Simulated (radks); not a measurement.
Q: Cd7+, 41 electrons, occupied as [Kr] 4d5. All-electron calculation, Dirac Kohn-Sham, exchange-only PBE, spin-unpolarised, spherical densities, finite nucleus; open shells fill j = l - 1/2 first; Fermi nuclear charge, rms radius 4.6087 fm. Program: a radial shooting solver on a logarithmic mesh with Libxc functionals.

Spin-orbit splittings of the eigenvalues, e(l+1/2) - e(l-1/2), with zeta = 2 splitting/(2l+1) and mean radii in bohr:

shell  occ.  splitting (eV)  zeta (eV)  <r> j=l-1/2  <r> j=l+1/2
2p        6               ?          ?       0.1112       0.1164
3p        6           34.47      22.98       0.3491       0.3600
3d       10           7.019      2.808       0.3319       0.3354
4p        6           6.486      4.324       0.8961       0.9206
4d        5           1.009     0.4037        1.048        1.056

Estimate the 2p splitting.

A: 192.5 eV (zeta = 128.3 eV).
